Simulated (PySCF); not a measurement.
Correlation energy of Br (bromine, neutral)

[Ar] 3d10 4s1 4p6, 2S determinant (an excited configuration). All numbers are calculated (PySCF 2.14, scalar relativity by spin-free X2C-1e, in aug-cc-pVDZ-DK). Frozen: [Ar] 3d10; 7 electrons correlated.

```tsv
level	correlation energy (mhartree)
CCSD	-248.46
(T)	-18.33
CCSD(T)	-266.79
CCSDT	-263.76
```

Diagnostics: T1 = 0.021, D1 = 0.0384, largest double amplitude 0.256.

Problem. Is a single reference adequate?

Solution. Not fully. A double-excitation amplitude exceeds 0.15, a sign of near-degeneracy.
